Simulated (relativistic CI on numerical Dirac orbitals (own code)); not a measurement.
## Hyperfine structure of Cs16+, mass number 135

Method of calculation: Dirac-Coulomb-Breit CI, KLI orbitals optimised for each configuration, model QED (radiative potential, 1s self-energy scaled to tabulated hydrogen-like ionisation energies), unscaled Slater integrals (own radial code, finite nucleus).

Configuration list (outside the closed core [Ar] 3d10): 4s2.4p6.4d3, 4s2.4p5.4d4, 4s2.4p6.4d2.4f, 4s.4p6.4d4, 4s2.4p6.4d2.5s, 4s2.4p6.4d2.5p, 4s.4p6.4d3.4f, 4s2.4p6.4d.4f.5s, 4s2.4p6.4d2.5d, 4s2.4p6.4d.5s.5p, 4s2.4p6.4d.4f2, 4s2.4p6.4f3, 4s2.4p6.4f2.5s, 4s2.4p6.4f2.5p, 4s.4p6.4d.4f3, 4p6.4d5, 4p5.4d6, 4s2.4p6.4d.5s2, 4s2.4p6.4f.5s2, 4s2.4p6.5s2.5p, 4s.4p6.4d.4f.5s2. Double excitations out of closed p, d and f shells are left out; levels of such configurations are missing from the list, as are those of other unlisted configurations, and high levels can miss mixing partners. These lack a partner that the ground configuration has and come out too high: 4s2.4p6.4d2.5d.

Nuclear spin I = 7/2, μ = 2.7283 μN, Q = 0.048 b (tables of Stone and Pyykkö). The electronic factors are computed for point nuclear moments, without core polarisation or the Bohr-Weisskopf and QED corrections.

```csv
Level,E (cm⁻¹),A (MHz),B (MHz)
4s2.4p6.4d3 4F_3/2,0.0,4669,-101
4s2.4p6.4d3 4F_5/2,13327.9,2722,-74.4
4s2.4p6.4d3 4F_7/2,24240.5,2404,-60.1
4s2.4p6.4d3 4P_3/2,31575.3,2334,-104
4s2.4p6.4d3 4F_9/2,31862.7,2567,-15.9
4s2.4p6.4d3 4P_1/2,36204.5,-2043,
4s2.4p6.4d3 2G_7/2,50671.3,2935,92.3
4s2.4p6.4d3 4P_5/2,52004.6,934.1,166
```

Levels with J = 0, under 50 % of one LS term, or S terms without an open s electron are left out. Small factors come from cancelling terms and can be off by tens of per cent or more.

At this charge energies of transitions that change n are usually good to better than 1 %, and those within a shell (Δn = 0) to a few per cent. Terms inside the open d or f shell come out 10 to 20 % too wide with unscaled integrals.

Task: Give the hyperfine levels of 4s2.4p6.4d3 4F_3/2 relative to its centre of gravity.

Result: With K = F(F + 1) − I(I + 1) − J(J + 1), E = AK/2 + B[¾K(K + 1) − I(I + 1)J(J + 1)]/[2I(2I − 1)J(2J − 1)]: F = 2: -31570, F = 3: -17490, F = 4: 1214, F = 5: 24490 MHz.

LS names give the leading component of a level, which can be under half, so a name can repeat, a term be missing and a line seem to break the LS rules.
